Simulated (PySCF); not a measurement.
C2H5PTe.
SMILES with atom numbers: `[Te:1]=[PH:2]1[CH2:3][CH2:4]1` (hydrogens: H5 on P2; H6, H7 on C3; H8, H9 on C4)

Theory: PBE0-D3(BJ)/def2-SVP geometry optimisation, gas phase, def2 core potentials past Kr (PySCF 2.14.0).

What internal coordinates does the optimisation give?

```json
{"bond": "Te1=P2", "length (bohr)": "4.402", "order": "double"}
{"bond": "P2–C3, P2–C4", "length (bohr)": "3.436", "order": "single"}
{"bond": "C3–C4", "length (bohr)": "2.873", "order": "single"}
{"bond": "P2–H5", "length (bohr)": "2.676", "order": "single"}
{"bond": "C3–H6, C4–H8", "length (bohr)": "2.069", "order": "single"}
{"bond": "C3–H7, C4–H9", "length (bohr)": "2.068", "order": "single"}
```

Bonds in one row agree within 0.02 bohr and their mean is given. Orders are formal, as drawn. A selection of angles:
```json
{"angle": "Te1–P2–C3", "degrees": "127.9"}
{"angle": "Te1–P2–H5", "degrees": "121.4"}
{"angle": "C3–P2–C4", "degrees": "49.4"}
{"angle": "C3–P2–H5", "degrees": "104.8"}
{"angle": "C4–P2–H5", "degrees": "104.5"}
{"angle": "P2–C3–C4", "degrees": "65.3"}
{"angle": "P2–C3–H6", "degrees": "118.2"}
{"angle": "P2–C3–H7", "degrees": "114.7"}
{"angle": "C4–C3–H6", "degrees": "118.6"}
{"angle": "C4–C3–H7", "degrees": "117.1"}
{"angle": "H6–C3–H7", "degrees": "114.3"}
{"angle": "C3–C4–H8", "degrees": "118.4"}
```

Dihedral angles: Te1–P2–C3–C4 -111° (anticlinal); Te1–P2–C4–C3 111° (anticlinal).

P2 (phosphorus bonded to 2 C, Te and H) has angles from 49.4° to 127.9°. The 3-membered ring P2–C3–C4 has internal angles of 49.4° to 65.3°.

Point group: Cs (every atom within 0.08 Å of its image). PBE0-D3(BJ)/def2-SVP frequencies: not computed here.
